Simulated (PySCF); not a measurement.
Species: C2H7BrSi2.
Cartesian coordinates in Å at the PBE0-D3(BJ)/def2-SVP level; atoms count from 1:
```
atom  x, y, z in Å
Si1   -1.4551   -0.1153   -0.2928
C2     0.3882   -0.3551   -0.5353
C3     1.3149   -0.0586    0.3907
Si4    3.1559   -0.2963    0.1835
Br5    3.5543   -1.3196   -1.7575
H6    -1.6988    0.4681    1.0607
H7    -2.0060    0.7987   -1.3399
H8    -2.1657   -1.4260   -0.4077
H9     0.7326   -0.7685   -1.4951
H10    0.9898    0.3602    1.3560
H11    3.7116   -1.1488    1.2729
H12    3.8760    1.0099    0.1764
```

Level of theory: PBE0-D3(BJ)/def2-SVP geometry optimisation, gas phase in PySCF.

Take the most abundant isotopes and a rigid rotor. The values belong to one conformer with, in the numbering `[SiH3:1]/[CH:2]=[CH:3]/[SiH2:4][Br:5]`, C2–C3–Si4–Br5 -5°.

**Question.** What are A, B and C (MHz)?

**Answer.** Ia = 121.42, Ib = 734.87, Ic = 844.33 u·Å²; 505379 MHz·u·Å²/I gives A = 4162, B = 687.7, C = 598.6 MHz.

**Question.** What kind of rotor is it?

**Answer.** A near-prolate asymmetric top; Ray's κ = -0.950.

**Question.** What does the inertial defect say?

**Answer.** Not planar: Δ = Ic − Ia − Ib = -11.96 u·Å². For a rigid frame Δ = −2 Σ m c², so Σ m c² = 5.98 u·Å² lies off the ab plane: 5.94 from hydrogen and 0.04 from heavier atoms. The atom farthest from that plane is 1.24 Å away.

**Question.** Give the other two planar moments, Paa and Pbb, and the rms extents of the mass along the axes.

**Answer.** Paa = Σ m a² = (Ib + Ic − Ia)/2 = 728.89 and Pbb = Σ m b² = (Ia + Ic − Ib)/2 = 115.44 u·Å². With the mass M = 165.93 u, the rms extents √(P/M) along a, b and c are 2.10, 0.83, 0.19 Å.

**Question.** List the rotational levels J(Ka,Kc) to J = 4 (K).

**Answer.** Above 0(0,0), as E/k:
J = 1: 1(0,1) 0.062, 1(1,1) 0.228, 1(1,0) 0.233
J = 2: 2(0,2) 0.185, 2(1,2) 0.348, 2(1,1) 0.361, 2(2,1) 0.861, 2(2,0) 0.861
J = 3: 3(0,3) 0.370, 3(1,3) 0.526, 3(1,2) 0.552, 3(2,2) 1.046, 3(2,1) 1.046, 3(3,1) 1.890, 3(3,0) 1.890
J = 4: 4(0,4) 0.616, 4(1,4) 0.765, 4(1,3) 0.807, 4(2,3) 1.293, 4(2,2) 1.294, 4(3,2) 2.138, 4(3,1) 2.138, 4(4,1) 3.320, 4(4,0) 3.320

**Question.** Predict some low-J microwave lines.

**Answer.** The dipole components are |μa| = 0.91 D, |μb| = 1.01 D, |μc| = 0.02 D. The squared components, which scale the intensities, stand as 0.81 : 1.00 : 0.00 (a : b : c). Some lines, for components of 0.1 D or more:

| type | branch | J(Ka,Kc) | MHz | lower level (cm⁻¹) |
| --- | --- | --- | --- | --- |
| b | R | 3(0,3) ← 2(1,2) | 465 | 0.242 |
| a | Q | 4(1,3) ← 4(1,4) | 891 | 0.531 |
| a | R | 1(0,1) ← 0(0,0) | 1286 | 0.000 |
| b | R | 4(0,4) ← 3(1,3) | 1869 | 0.366 |
| a | R | 2(1,2) ← 1(1,1) | 2483 | 0.159 |
| b | Q | 2(1,1) ← 2(0,2) | 3655 | 0.129 |
| a | R | 3(1,3) ← 2(1,2) | 3724 | 0.242 |
| a | R | 3(2,1) ← 2(2,0) | 3866 | 0.598 |
| b | Q | 4(1,3) ← 4(0,4) | 3986 | 0.428 |
| a | R | 4(0,4) ← 3(0,3) | 5128 | 0.257 |
| a | R | 4(3,1) ← 3(3,0) | 5149 | 1.314 |
| a | R | 4(2,2) ← 3(2,1) | 5161 | 0.727 |
| b | R | 4(1,4) ← 3(0,3) | 8223 | 0.257 |
| b | Q | 3(2,1) ← 3(1,2) | 10299 | 0.384 |
| b | Q | 2(2,0) ← 2(1,1) | 10425 | 0.251 |
| b | Q | 3(2,2) ← 3(1,3) | 10826 | 0.366 |
| b | Q | 4(3,1) ← 4(2,2) | 17576 | 0.899 |
| b | Q | 3(3,1) ← 3(2,2) | 17597 | 0.727 |
| b | R | 3(3,1) ← 2(2,0) | 21454 | 0.598 |
| b | R | 4(3,1) ← 3(2,2) | 22745 | 0.727 |
| b | R | 4(4,1) ← 3(3,0) | 29779 | 1.314 |
| b | R | 4(4,0) ← 3(3,1) | 29779 | 1.314 |

No frequency check. Constants of a rigid frame at the computed geometry: no zero-point averaging, no centrifugal distortion. A rigid rotor knows nothing of internal rotation, which can split or shift real lines. Quadrupole hyperfine structure (79Br) is left out.

Hardware: one thread of an Arm Neoverse N1 (shared host). Cost: 2.9 min of wall time, 0.55 GiB resident at most. That covers the optimisation of the geometry.
